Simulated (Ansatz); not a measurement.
A run of Ansatz (development build ahead of 0.2.0) on singlet C8H8 at this shape:

```xyz
16

C    -0.7732   -0.7724   -0.7794
C    -0.7731   -0.7823    0.7868
C    -0.7852    0.7837   -0.7874
C    -0.7713    0.7799    0.7851
C     0.7887   -0.7840   -0.7820
C     0.7824   -0.7822    0.7893
C     0.7837    0.7709   -0.7818
C     0.7808    0.7835    0.7891
H    -1.4126   -1.4056   -1.4194
H    -1.4059   -1.4127    1.4198
H    -1.4055    1.4125   -1.4192
H    -1.4217    1.4101    1.4187
H     1.4118   -1.4053   -1.4186
H     1.4071   -1.4133    1.4065
H     1.4132    1.4234   -1.4167
H     1.4202    1.4065    1.4161
```

Its results:

```json
{
  "Converged": "yes",
  "Total energy": "-307.41391 hartree",
  "Spin squared of the determinant": "0.000"
}
```

(1) Which input gives this output? Name the method, the orbitals and the basis set, and write the input.

Answers

(1) RHF in cc-pVDZ. An unrestricted run that stays on the closed shell gives the same numbers.

```yaml
crystal:
  periodic: [false, false, false]
  atoms:
    - { symbol: C, position_ang: [-0.77324, -0.77238, -0.77941] }
    - { symbol: C, position_ang: [-0.77311, -0.78231, 0.78682] }
    - { symbol: C, position_ang: [-0.78517, 0.78375, -0.7874] }
    - { symbol: C, position_ang: [-0.77134, 0.77993, 0.7851] }
    - { symbol: C, position_ang: [0.78871, -0.784, -0.78202] }
    - { symbol: C, position_ang: [0.78237, -0.7822, 0.78926] }
    - { symbol: C, position_ang: [0.78375, 0.77085, -0.78177] }
    - { symbol: C, position_ang: [0.7808, 0.7835, 0.78913] }
    - { symbol: H, position_ang: [-1.41256, -1.40561, -1.41936] }
    - { symbol: H, position_ang: [-1.4059, -1.41268, 1.4198] }
    - { symbol: H, position_ang: [-1.4055, 1.41253, -1.41918] }
    - { symbol: H, position_ang: [-1.42173, 1.41005, 1.41872] }
    - { symbol: H, position_ang: [1.4118, -1.40531, -1.41862] }
    - { symbol: H, position_ang: [1.40712, -1.41328, 1.4065] }
    - { symbol: H, position_ang: [1.41316, 1.42341, -1.41674] }
    - { symbol: H, position_ang: [1.42023, 1.40648, 1.41609] }
basis:
  gaussian: { orbitals: cc-pVDZ }
hamiltonian:
  xc: hf
```
